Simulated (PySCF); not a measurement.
**Relaxation of quartet RuF₃**

All numbers come from PySCF, UB3LYP, basis Ru def2-SVP with ECP28, F def2-SVP (scalar-relativistic core potentials, no spin–orbit coupling, density fitting). A (50,194) grid was used.

A start at or just off a symmetric point, pushed along the force that breaks its symmetry, of C2v symmetry, free to break it:

Coordinates in bohr (charge 0 multiplicity 4):
```
Ru    0.0117    0.0000    0.0000
F     3.5954    0.0000    0.0000
F    -1.8292    2.9478    0.0000
F    -1.8292   -2.9478    0.0000
```

Optimiser trace:
| step | E − E(last) (kJ/mol) | largest gradient (Eh/bohr) |
| --- | --- | --- |
| 0 | 31.68 | 0.02812 |
| 1 | 17.50 | 0.01505 |
| 2 | 4.49 | 0.03712 |
| 3 | 0.52 | 0.00326 |
| 4 | 0.36 | 0.00239 |
| 5 | 0.03 | 0.00071 |
| 6 | 0.00 | 0.00010 |
| 7 | 0.00 | 0.00001 |

It ends at C2v with Ru–F 1.839 Å (×2), Ru–F 1.862 Å; F–Ru–F 90.9°, F–Ru–F 134.6° (×2) (after a last refinement on a finer grid). A frequency run shows 1 imaginary mode, down to 117i cm⁻¹, so it is a saddle point.

Final geometry:
Z-matrix (Å, degrees; charge 0 multiplicity 4):
```
Ru
F  1 1.8621
F  1 1.8390 2 134.56
F  1 1.8390 2 134.56 3 180.00
```

Other spin states or occupations of the open shell can lie lower.

The relaxation took roughly 50 core-seconds on a shared host.
